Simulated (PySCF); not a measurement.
Isomers of [C5H8NO2]- (charge -1), one GFN2-xTB conformer each. Single-point energies are computed at PBE0/pcSseg-1 (PySCF, gas phase, no added dispersion term), electronic only.

```
               SMILES  GFN2-xTB relative energy (kcal/mol)
  C=C([O-])C(=O)N(C)C                                 12.6
C=NC[C@H](C)C(=O)[O-]                                  0.0
```

Conformers: `[CH2:1]=[C:2]([O-:3])[C:4](=[O:5])[N:6]([CH3:7])[CH3:8]` (charge -1) with C1–C2–C4–O5 32°, C2–C4–N6–C7 176°; `[CH2:1]=[N:2][CH2:3][C@H:4]([CH3:5])[C:6](=[O:7])[O-:8]` (charge -1) with C1–N2–C3–C4 107°, N2–C3–C4–C5 -73°, C3–C4–C6–O7 -18°.

Problem. What does PBE0/pcSseg-1 give for the same structures?

Solution. 
```json
{"SMILES": "C=NC[C@H](C)C(=O)[O-]", "PBE0/pcSseg-1 E (Eh)": "-400.08432", "PBE0/pcSseg-1 (kcal/mol)": "0.0", "GFN2-xTB (kcal/mol)": "0.0", "point group": "C1"}
{"SMILES": "C=C([O-])C(=O)N(C)C", "PBE0/pcSseg-1 E (Eh)": "-400.06564", "PBE0/pcSseg-1 (kcal/mol)": "11.7", "GFN2-xTB (kcal/mol)": "12.6", "point group": "C1"}
```

Both levels put the same isomer lowest.
